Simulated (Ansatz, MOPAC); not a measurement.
Molecule: SeF₃ (charge 0, doublet). SMILES: F[Se](F)F

Atoms: Se1, F2, F3, F4. Bonds: Se1-F2, Se1-F3, Se1-F4.

Bond lengths (Å) and angles (degrees) optimised at PM7 with MOPAC; MNDO with MOPAC; HF/6-31G* with LANL2DZ past Ar with Ansatz (an electronic-structure program); PBE/6-31G* with LANL2DZ past Ar with Ansatz, each started from the B3LYP-D3(BJ)/def2-TZVP structure (Ansatz) of the last column. A row stands for all coordinates that are equal there. 6-31G* holds six Cartesian d functions. No wavenumbers were computed at MNDO, PBE/6-31G* with LANL2DZ past Ar, so these may be saddle points.

```csv
coordinate,PM7,MNDO,HF/6-31G* with LANL2DZ past Ar,PBE/6-31G* with LANL2DZ past Ar,B3LYP-D3(BJ)/def2-TZVP
Se1-F2,1.721,1.632,1.766,1.851,1.814
Se1-F4,1.721,1.632,1.690,1.776,1.719
F2-Se1-F3,112.7,120.0,149.1,159.3,168.2
F2-Se1-F4,112.7,120.0,84.8,85.2,86.6
```

Mean signed difference of all 3 bond lengths from B3LYP-D3(BJ)/def2-TZVP: PM7 -0.062 Å, MNDO -0.151 Å, HF/6-31G* with LANL2DZ past Ar -0.042 Å, PBE/6-31G* with LANL2DZ past Ar 0.044 Å.
